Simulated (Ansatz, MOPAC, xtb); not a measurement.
Diatomic TiF+, multiplicity 3 (lowest of 2S+1 = 1, 3, 5, 7 at CCSD(T)/def2-TZVPP on PBE0 minima; our sources give no spin for the ground state, which may be another). No spin–orbit coupling. Ti is treated without relativity.

The constants come from a fifth-degree fit in 1/R (seven points, main isotopes). Runs in def2 and cc sets follow the lowest solution found near the PBE0 minimum.

Run with Ansatz (Gaussian basis) for Hartree–Fock, density functionals and correlated methods; MOPAC for PM6, PM7 (differences of heats of formation); xtb for the GFN methods.  The GFN methods have no spin term and hold the electronic entropy of 300 K.

| level | r_e (Å) | ω_e (cm⁻¹) | ω_e x_e (cm⁻¹) | B_e (cm⁻¹) |
|---|---|---|---|---|
| PM6 | 1.726 | 755 | 1.8 | 0.416 |
| PM7 | 1.682 | 785 | 2.0 | 0.438 |
| GFN1-xTB | 1.819 | 373 | 5.0 | 0.374 |
| SVWN5/def2-TZVPP | 1.696 | 800 | 1.1 | 0.431 |
| PBE/def2-TZVPP | 1.739 | 753 | 3.4 | 0.410 |
| r2SCAN/def2-TZVPP | 1.746 | 766 | 3.3 | 0.406 |
| B97M-V/def2-TZVPP | 1.750 | 760 | 3.2 | 0.404 |
| B3LYP/def2-TZVPP | 1.751 | 755 | 3.2 | 0.404 |
| PBE0/def2-TZVPP | 1.739 | 766 | 3.2 | 0.410 |
| BHLYP/def2-TZVPP | 1.759 | 760 | 3.0 | 0.400 |
| CAM-B3LYP/def2-TZVPP | 1.745 | 765 | 3.1 | 0.407 |
| wB97X-V/def2-TZVPP | 1.748 | 759 | 3.1 | 0.406 |
| wB97M-V/def2-TZVPP | 1.748 | 756 | 3.1 | 0.405 |
| B2PLYP/def2-TZVPP | 1.753 | 754 | 3.1 | 0.403 |
| CCSD/def2-TZVPP | 1.759 | 752 | 3.0 | 0.401 |
| CCSD(T)/def2-TZVPP | 1.754 | 752 | 3.0 | 0.403 |

Correlated levels freeze the inner cores; with def2 sets outer-core shells near the valence are correlated too. The state that PM6, PM7 reach isn't checked; PM7 holds dispersion and hydrogen-bond terms.

Ansatz is an electronic-structure program.
